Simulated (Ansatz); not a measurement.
A geometry relaxed with B3LYP-D3(BJ)/def2-TZVP in Ansatz (a first-principles code), charge 0, multiplicity 2:

```xyz
3

H      1.3973    -0.2001     0.0000
Ga    -0.0256     0.5332     0.0000
H     -1.3717    -0.3332     0.0000
```

Problem. Write the SMILES of this molecule.

Solution. `[GaH2]`
